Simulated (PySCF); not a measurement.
## Xe (xenon, neutral) across methods

[Kr] 4d10 5s1 5p6 6p1, high-spin 3P determinant (an excited configuration). Computed with PySCF 2.14 in x2c-QZVPPall with one added diffuse shell each of s, p, d, f type (14s10p8d5f1g, 128 functions), with the spin-free X2C one-electron Hamiltonian (Gaussian nucleus).

```json
{"method": "BP86", "E (hartree)": "-7446.59", "mean ε 5p α (eV)": "-13.734", "mean ε 5p β (eV)": "-13.050", "mean ε 6p α (eV)": "-1.364", "Σ⟨r²⟩ (bohr²)": "102.0", "⟨S²⟩": "2.001"}
{"method": "r2SCAN0", "E (hartree)": "-7445.68", "mean ε 5p α (eV)": "-15.468", "mean ε 5p β (eV)": "-14.030", "mean ε 6p α (eV)": "-1.495", "Σ⟨r²⟩ (bohr²)": "102.2", "⟨S²⟩": "2.005"}
{"method": "LDA", "E (hartree)": "-7439.07", "mean ε 5p α (eV)": "-13.724", "mean ε 5p β (eV)": "-13.081", "mean ε 6p α (eV)": "-1.223", "Σ⟨r²⟩ (bohr²)": "100.9", "⟨S²⟩": "2.001"}
{"method": "B3LYP", "E (hartree)": "-7445.81", "mean ε 5p α (eV)": "-14.749", "mean ε 5p β (eV)": "-13.688", "mean ε 6p α (eV)": "-1.446", "Σ⟨r²⟩ (bohr²)": "102.2", "⟨S²⟩": "2.002"}
{"method": "PBE", "E (hartree)": "-7445.32", "mean ε 5p α (eV)": "-13.653", "mean ε 5p β (eV)": "-12.920", "mean ε 6p α (eV)": "-1.299", "Σ⟨r²⟩ (bohr²)": "102.4", "⟨S²⟩": "2.001"}
{"method": "r2SCAN", "E (hartree)": "-7445.73", "mean ε 5p α (eV)": "-14.150", "mean ε 5p β (eV)": "-13.162", "mean ε 6p α (eV)": "-1.241", "Σ⟨r²⟩ (bohr²)": "102.4", "⟨S²⟩": "2.004"}
{"method": "UHF", "E (hartree)": "-7442.67112", "mean ε 5p α (eV)": "-18.688", "mean ε 5p β (eV)": "-15.614", "mean ε 6p α (eV)": "-2.079", "Σ⟨r²⟩ (bohr²)": "104.4", "⟨S²⟩": "2.013"}
{"method": "PBE0", "E (hartree)": "-7445.37", "mean ε 5p α (eV)": "-15.147", "mean ε 5p β (eV)": "-13.903", "mean ε 6p α (eV)": "-1.569", "Σ⟨r²⟩ (bohr²)": "102.6", "⟨S²⟩": "2.002"}
```

The outer electron is Rydberg-like, and this basis confines it to a smaller radius and binds it less than a complete one would.
